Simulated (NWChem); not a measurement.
trisilylamine (Si3NH9); SMILES [SiH3]N([SiH3])[SiH3]

Program: NWChem. Pople sets run with spherical d functions. Each level has its own optimisation; frequencies are unscaled.

```
level                r N–Si (Å)  r H–Si (Å)  highest harmonic frequency (cm⁻¹)  lowest (cm⁻¹)  zero-point energy (kcal/mol)
-------------------  ----------  ----------  ---------------------------------  -------------  ----------------------------
Hartree-Fock/STO-3G       1.731       1.425                               2908             28                          65.8
Hartree-Fock/3-21G        1.766       1.489                               2296             67                          54.1
B3LYP/6-31G*              1.754       1.488                               2256             74                          52.0
```
